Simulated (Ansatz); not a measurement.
Computed with Ansatz on PBE0-D4/def2-TZVP structures; ΔE is electronic, products minus reactants. CCSD(T)/CBS is the MP2 limit (def2-TZVPP, def2-QZVPP) plus CCSD(T) − MP2 in def2-TZVPP, frozen cores. Functionals use def2-TZVPP. B3LYP here is the variant with VWN-RPA as its local correlation; programs differ in this. For Ge outer-core shells are correlated without core-valence functions, which leaves a few kJ/mol of doubt a bond. Scalar relativity is left out up to krypton. Each species was taken in one conformer, which may not be the lowest.

`[SiH3][B]1[O][GeH2]1` + `OC[SiH2]Cl` → `[SiH3]OC[SiH2]Cl` + `[BH]1[O][GeH2]1`  (cleavage of the Si–B bond)

```csv
level,ΔE (kcal/mol),difference from CCSD(T)/CBS
PBE-D4,-15.0,5.7
r2SCAN-D4,-18.9,1.8
B3LYP-D4,-20.4,0.3
ωB97X-V,-20.9,-0.2
ωB97M-V,-21.2,-0.5
PBE,-14.9,5.8
r2SCAN,-18.8,1.9
PBE0,-17.0,3.7
B3LYP,-20.3,0.4
MP2/def2-TZVPP,-22.3,-1.6
SCS-MP2/def2-TZVPP,-23.2,-2.5
CCSD/def2-TZVPP,-21.5,-0.8
CCSD(T)/def2-TZVPP,-20.5,0.2
HF/def2-QZVPP,-27.2,-6.5
HF/CBS(def2),-27.3,-6.6
CCSD/CBS(def2),-21.6,-0.9
CCSD(T)/CBS,-20.7,0
```

Largest T1 diagnostic among the species: 0.017.

In def2-TZVPP, CCSD(T) changes the Hartree–Fock value by +6.1 kcal/mol (the triples alone add +1.0 kcal/mol) and MP2 by +4.4 kcal/mol. From PBE to PBE0 (25 % exact exchange), in def2-TZVPP and without D4, ΔE moves by −2.2 kcal/mol.
